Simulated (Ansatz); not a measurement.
Nudged elastic band run: ClFH4Sn

The input (input.yaml):

```yaml
crystal:
  periodic: [false, false, false]
  atoms:
    - { symbol: Sn, position_ang: [0.20458, 0.0, -0.117724] }
    - { symbol: Cl, position_ang: [0.14337, 0.0, 2.27661] }
    - { symbol: H, position_ang: [1.87114, 0.0, -0.460505] }
    - { symbol: H, position_ang: [-0.554059, 1.431854, -0.606549] }
    - { symbol: H, position_ang: [-0.554059, -1.431854, -0.606549] }
    - { symbol: F, position_ang: [-2.647198, 0.0, 1.197771] }
    - { symbol: H, position_ang: [-2.036774, 0.0, 1.890545] }
basis:
  gaussian: { orbitals: def2-SVP }
hamiltonian:
  xc: { name: BHLYP }
neb:
  order_check: false
  images: 6
  f_tol: 0.03
  max_iterations: 60
  climbing: false
  final_atoms:
    - { symbol: Sn, position_ang: [-0.3006214, -1.32e-06, -0.60238612] }
    - { symbol: Cl, position_ang: [-0.40065052, 6.58e-06, 3.56268407] }
    - { symbol: H, position_ang: [1.17634057, -4.78e-06, 0.22672265] }
    - { symbol: H, position_ang: [-0.6235781, 1.42571064, -1.46294087] }
    - { symbol: H, position_ang: [-0.62357873, -1.42570736, -1.46294926] }
    - { symbol: F, position_ang: [-1.65813962, -5.45e-06, 0.81035332] }
    - { symbol: H, position_ang: [-1.14277221, 1.68e-06, 2.50211522] }
  initial_path:
    images:
      - { positions_ang: [[0.20458, 0.0, -0.117724], [0.14337, 0.0, 2.27661], [1.87114, 0.0, -0.460505], [-0.554059, 1.431854, -0.606549], [-0.554059, -1.431854, -0.606549], [-2.647198, 0.0, 1.197771], [-2.036774, 0.0, 1.890545]] }
      - { positions_ang: [[0.15012022, 0.0, -0.07998529], [0.08451501, 0.0, 2.418521], [1.81373368, 0.0, -0.47729822], [-0.62122345, 1.42841, -0.60112285], [-0.62122345, -1.42841, -0.60112285], [-2.48043384, 0.0, 1.03873642], [-1.89848818, 0.0, 1.87587079]] }
      - { positions_ang: [[0.09566045, 0.0, -0.04224659], [0.02566003, 0.0, 2.56043199], [1.75632736, 0.0, -0.49409143], [-0.68838789, 1.424966, -0.5956967], [-0.68838789, -1.424966, -0.5956967], [-2.31366969, 0.0, 0.87970184], [-1.76020236, 0.0, 1.86119659]] }
      - { positions_ang: [[0.04120067, 0.0, -0.00450788], [-0.03319496, 0.0, 2.70234299], [1.69892104, 0.0, -0.51088465], [-0.75555234, 1.421522, -0.59027055], [-0.75555234, -1.421522, -0.59027055], [-2.14690553, 0.0, 0.72066725], [-1.62191654, 0.0, 1.84652238]] }
      - { positions_ang: [[-0.03097096, -1.9e-07, -0.07374533], [-0.11091218, 9.4e-07, 2.88606786], [1.59966398, -6.8e-07, -0.41270927], [-0.76548364, 1.42064438, -0.71261224], [-0.76548373, -1.42064391, -0.71261344], [-2.00561148, -7.8e-07, 0.66532187], [-1.494202, 2.4e-07, 1.93388956]] }
      - { positions_ang: [[-0.12085444, -5.7e-07, -0.24995893], [-0.20749163, 2.82e-06, 3.11160659], [1.45855618, -2.05e-06, -0.1995653], [-0.71818179, 1.42233313, -0.96272179], [-0.71818206, -1.42233173, -0.96272538], [-1.88978752, -2.33e-06, 0.71366569], [-1.37705874, 7.2e-07, 2.12329811]] }
      - { positions_ang: [[-0.21073792, -9.4e-07, -0.42617253], [-0.30407107, 4.7e-06, 3.33714533], [1.31744838, -3.41e-06, 0.01357868], [-0.67087994, 1.42402189, -1.21283133], [-0.67088039, -1.42401954, -1.21283732], [-1.77396357, -3.89e-06, 0.7620095], [-1.25991547, 1.2e-06, 2.31270667]] }
      - { positions_ang: [[-0.3006214, -1.32e-06, -0.60238612], [-0.40065052, 6.58e-06, 3.56268407], [1.17634057, -4.78e-06, 0.22672265], [-0.6235781, 1.42571064, -1.46294087], [-0.62357873, -1.42570736, -1.46294926], [-1.65813962, -5.45e-06, 0.81035332], [-1.14277221, 1.68e-06, 2.50211522]] }
```

Command:

```bash
$ ansatz run input.yaml --threads 1 --pin off --max-ram 2048MiB --backend cpu --events-out ev --progress --plain --runs-dir out
```

Output, in part (warnings, iteration lines, the closing report on the highest movable image, with atoms numbered from 0):

```
NEB end point (image 0): max|allowed force component| = 4.324e-3 eV/Å (the criterion of neb.relax_end_points is 1.000e-2)
NEB end point (image 7): max|allowed force component| = 5.360e-3 eV/Å (the criterion of neb.relax_end_points is 1.000e-2)
NEB iter   1: max|band force component| = 4.456e0 eV/Å  barrier→ = 2.3605 eV  barrier← = 1.9747 eV  Δτ_max = 0.1962 Å  (207 SCF iters)
NEB iter   2: max|band force component| = 2.365e0 eV/Å  barrier→ = 1.6646 eV  barrier← = 1.2788 eV  Δτ_max = 0.2000 Å  (180 SCF iters)
NEB iter   3: max|band force component| = 1.417e0 eV/Å  barrier→ = 1.2492 eV  barrier← = 0.8635 eV  Δτ_max = 0.2000 Å  (175 SCF iters)
NEB iter   4: max|band force component| = 5.564e-1 eV/Å  barrier→ = 1.0199 eV  barrier← = 0.6341 eV  Δτ_max = 0.2000 Å  (180 SCF iters)
NEB iter   5: max|band force component| = 3.697e-1 eV/Å  barrier→ = 0.9445 eV  barrier← = 0.5588 eV  Δτ_max = 0.0377 Å  (182 SCF iters)
NEB iter   6: max|band force component| = 2.305e-1 eV/Å  barrier→ = 0.9282 eV  barrier← = 0.5425 eV  Δτ_max = 0.0308 Å  (160 SCF iters)
NEB iter   7: max|band force component| = 1.030e-1 eV/Å  barrier→ = 0.9229 eV  barrier← = 0.5372 eV  Δτ_max = 0.0124 Å  (150 SCF iters)
NEB iter   8: max|band force component| = 6.365e-2 eV/Å  barrier→ = 0.9248 eV  barrier← = 0.5391 eV  Δτ_max = 0.0052 Å  (146 SCF iters)
NEB iter   9: max|band force component| = 2.064e-2 eV/Å  barrier→ = 0.9251 eV  barrier← = 0.5394 eV  Δτ_max = 0.0000 Å  (292 SCF iters)
Total energy: -21126.60132254 eV, -776.3882784787 hartree
Atom 0 at    -0.174902    -0.000000    -0.177747 Å, force     0.226202    -0.000000     0.229713 eV/Å
Atom 1 at     0.027817     0.000001     2.609447 Å, force     0.192348     0.000000    -0.354258 eV/Å
Atom 2 at     1.495561    -0.000001     0.043942 Å, force     0.242816     0.000000    -0.151684 eV/Å
Atom 3 at    -0.711957     1.432008    -0.929761 Å, force    -0.010989    -0.062494     0.186761 eV/Å
Atom 4 at    -0.711957    -1.432007    -0.929763 Å, force    -0.010989     0.062494     0.186761 eV/Å
Atom 5 at    -2.030672    -0.000001     1.039291 Å, force    -0.195927    -0.000000     0.286200 eV/Å
Atom 6 at    -1.466890     0.000000     1.918189 Å, force    -0.443461     0.000000    -0.383492 eV/Å
Dipole moment:     0.045949     0.000000    -0.671939 e Å
```

The run converged. No image climbed, so the highest image needn't sit at the top of the path. The orbitals stay closed-shell, which can raise the energy where a bond breaks towards radicals; this wasn't checked here.

Final band (atoms are numbered from 1 in the order of the input):

```json
{"image": "0", "path coordinate (Å)": "0.00", "energy (eV)": "0.00", "Sn1–Cl2 (Å)": "2.40", "F6–H7 (Å)": "0.92", "Sn1–F6 (Å)": "3.14"}
{"image": "1", "path coordinate (Å)": "0.44", "energy (eV)": "0.09", "Sn1–Cl2 (Å)": "2.43", "F6–H7 (Å)": "0.93", "Sn1–F6 (Å)": "2.76"}
{"image": "2", "path coordinate (Å)": "0.88", "energy (eV)": "0.43", "Sn1–Cl2 (Å)": "2.54", "F6–H7 (Å)": "0.95", "Sn1–F6 (Å)": "2.46"}
{"image": "3", "path coordinate (Å)": "1.32", "energy (eV)": "0.93", "Sn1–Cl2 (Å)": "2.79", "F6–H7 (Å)": "1.04", "Sn1–F6 (Å)": "2.22"}
{"image": "4", "path coordinate (Å)": "1.76", "energy (eV)": "0.91", "Sn1–Cl2 (Å)": "3.07", "F6–H7 (Å)": "1.38", "Sn1–F6 (Å)": "2.05"}
{"image": "5", "path coordinate (Å)": "2.21", "energy (eV)": "0.58", "Sn1–Cl2 (Å)": "3.43", "F6–H7 (Å)": "1.58", "Sn1–F6 (Å)": "1.98"}
{"image": "6", "path coordinate (Å)": "2.65", "energy (eV)": "0.41", "Sn1–Cl2 (Å)": "3.79", "F6–H7 (Å)": "1.70", "Sn1–F6 (Å)": "1.96"}
{"image": "7", "path coordinate (Å)": "3.09", "energy (eV)": "0.39", "Sn1–Cl2 (Å)": "4.17", "F6–H7 (Å)": "1.77", "Sn1–F6 (Å)": "1.96"}
```

Run time: 2.8 min on 1 thread of Arm Neoverse V2 (shared host), peak memory 0.17 GiB.
